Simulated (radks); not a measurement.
Species: In22+. Configuration: [Ar] 3d9. Calculated with a radial shooting solver on a logarithmic mesh with Libxc functionals: Dirac Kohn-Sham, LDA (Slater exchange, Perdew-Wang correlation), spin-unpolarised, spherical densities, finite nucleus; open shells are shared between the two j in proportion to 2j + 1; Fermi nuclear charge, rms radius 4.6156 fm.

Normalised radial functions P(r) = r R(r) (large component), r in bohr:

r	3d3/2
0.001773	0.0000
0.001983	0.0001
0.002218	0.0001
0.002481	0.0001
0.002775	0.0001
0.003104	0.0002
0.003472	0.0002
0.003883	0.0003
0.004343	0.0004
0.004819	0.0005
0.00539	0.0007
0.006029	0.0010
0.006744	0.0013
0.007543	0.0018
0.008437	0.0024
0.009437	0.0032
0.01056	0.0044
0.01181	0.0059
0.0131	0.0078
0.01465	0.0104
0.01639	0.0140
0.01833	0.0188
0.0205	0.0251
0.02293	0.0334
0.02565	0.0444
0.02869	0.0587
0.03209	0.0772
0.03561	0.0992
0.03983	0.1292
0.04455	0.1673
0.04983	0.2149
0.05574	0.2739
0.06234	0.3460
0.06973	0.4327
0.07799	0.5353
0.08724	0.6543
0.0968	0.7791
0.1083	0.9271
0.1211	1.0859
0.1355	1.2501
0.1515	1.4121
0.1695	1.5625
0.1895	1.6904
0.212	1.7845
0.2371	1.8343
0.2631	1.8338
0.2943	1.7789
0.3292	1.6679
0.3682	1.5070
0.4118	1.3073
0.4606	1.0841
0.5152	0.8550
0.5763	0.6375
0.6446	0.4463
0.7153	0.3008
0.8	0.1823
0.8948	0.1011
1.001	0.0508
1.119	0.0228

3d3/2: eigenvalue -1087.5 eV, 0 radial nodes, <r> = 0.308 bohr, 90 % of the charge inside 0.481 bohr.
